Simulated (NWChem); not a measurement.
System: p-cresol (C$_{7}$H$_{8}$O); SMILES Cc1ccc(O)cc1

NWChem input:

```
start job
memory heap 200 mb stack 900 mb global 1100 mb
geometry units angstroms noautosym nocenter noautoz
  C     -0.002479    -2.891954     0.014107
  C     -0.003297    -1.383244    -0.012238
  C      1.199273    -0.650035    -0.011225
  C      1.203786     0.752131    -0.002088
  C     -0.011201     1.463807     0.004579
  O     -0.071723     2.826098     0.010216
  C     -1.224348     0.748103    -0.000862
  C     -1.209758    -0.651025    -0.009893
  H     -0.893633    -3.309489    -0.495607
  H      0.898465    -3.308972    -0.478424
  H     -0.012908    -3.280477     1.055928
  H      2.161327    -1.187027    -0.019909
  H      2.160153     1.301775    -0.005301
  H      0.839827     3.171992     0.010909
  H     -2.169317     1.310526    -0.002828
  H     -2.168599    -1.193938    -0.017597
end
basis spherical
  C library def2-svp
  O library def2-svp
  H library def2-svp
end
dft
  xc pbe0
  iterations 150
end
cosmo
  do_cosmo_smd true
  solvent water
end
task dft energy
```

Geometry: optimised at PBE-D3(BJ)/def2-SVP. Not confirmed as a minimum by frequencies. Solvent: water.

Level: PBE0/def2-SVP with SMD (1 M gas to 1 M solution), gas-phase geometry.

Task: What results follow from this input? (PBE0/def2-SVP, SMD on the gas-phase geometry.) Quantities: solvation free energy (kcal/mol); cavity-dispersion-structure term (kcal/mol); dipole in solution (D).

Result: 
- solvation free energy (kcal/mol): -5.4
- cavity-dispersion-structure term (kcal/mol): 3.9
- dipole in solution (D): 1.99
